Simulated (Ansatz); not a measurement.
Job for Ansatz (a first-principles code): U-SVWN5/def2-TZVPP on H3Mo (SMILES [MoH3]), 2S+1 = 4, a spin state set in the input, which need not be the lowest. Elements past Kr take the def2 small-core potentials; no spin–orbit coupling.

Ansatz 0.2 input:
```yaml
crystal:
  periodic: [false, false, false]
  atoms:
    - {symbol: Mo, position_ang: [0.40227730, 0.07120110, -0.19138553]}
    - {symbol: H, position_ang: [0.49265057, -0.45270498, 1.42482676]}
    - {symbol: H, position_ang: [-0.46736936, 1.53313720, -0.22003407]}
    - {symbol: H, position_ang: [-0.48554623, -1.08466804, -1.06945131]}
basis:
  gaussian:
    orbitals: def2-TZVPP
hamiltonian:
  xc: {name: SVWN5}
magnetization: {spin_polarized: true, initial_magnetization: 3}
```

Program output:

```
WARN ansatz: RAYON_NUM_THREADS=1 ignored (pool sized by the plan → 1); use --threads N
Functional definition: SVWN5
integrals: 0.02 GiB planned
476 factors; their error is unknown
mean field: 0.25 GiB planned
mean field evaluation 1: about -1894.8280 eV, gradient 1.8e1 eV
mean field evaluation 2: about -1890.4263 eV, gradient 3.5e1 eV
mean field evaluation 4: about -1896.9208 eV, gradient 3.6e0 eV
mean field evaluation 8: about -1896.9918 eV, gradient 4.7e-2 eV
mean field evaluation 16: about -1896.9860 eV, gradient 4.3e-5 eV
mean field -1896.98595143 eV, -69.7129478918 hartree, gradient 4.3e-5 eV, S^2 3.778995; 0 other end points of the search recorded, 0 dependent functions left out
reference -1896.98599787 eV, -69.7129495984 hartree; 10, 7 occupied and 88, 91 virtual orbitals, 476 factors
Total energy: -1896.98599787 eV, -69.7129495984 hartree
```

The run converged.

Cost: about 0.6 core-seconds (a rough figure).
